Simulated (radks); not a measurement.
Values are calculated unless marked as measured or tabulated.
Neutral germanium inside a hard spherical wall (all orbitals vanish at R), configuration held at [Ar] 3d10 4s2 4p2 and not refilled when levels cross. Level of theory: scalar-relativistic Kohn-Sham, LDA (Slater exchange, Perdew-Wang correlation), spin-polarised, spherical densities, finite nucleus; open shells are filled with parallel spins first; Fermi nuclear charge, rms radius 4.0742 fm (a radial shooting solver on a logarithmic mesh with Libxc functionals). Eigenvalues in eV for spin up, with the zero of energy where the potential of the charges vanishes at infinity; a dash marks a level that is unbound or too diffuse for the functional's potential to be trusted. A positive occupied level is held by the wall or, in an anion where self-interaction has pushed it up, behind a barrier. The pressure on the wall is -dE/dV.

R (bohr)  E (hartree)  kinetic (hartree)    e(3p)    e(3d)    e(4s)   e(4p)  e(5s, empty)  e(5p, empty)  pressure (GPa)
free      -2095.90891           2133.039  -115.24  -29.453  -12.370  -4.470        -0.489             -               0
20        -2095.90891           2133.039  -115.24  -29.453  -12.370  -4.470        -0.479         0.368        < 0.0001
7         -2095.90018           2133.099  -114.75  -28.973  -12.011  -4.065         2.889         6.604           0.478
6         -2095.88102           2133.206  -114.11  -28.336  -11.544  -3.476         5.895        10.803            2.14
5         -2095.81532           2133.524  -112.62  -26.883  -10.427  -1.981        12.414        19.097            10.9
4         -2095.56716           2134.541  -109.20  -23.554   -7.419   2.092        28.084        37.500            67.6
3         -2094.46222           2138.372  -100.89  -15.494    2.613  15.036        72.398        86.231             587
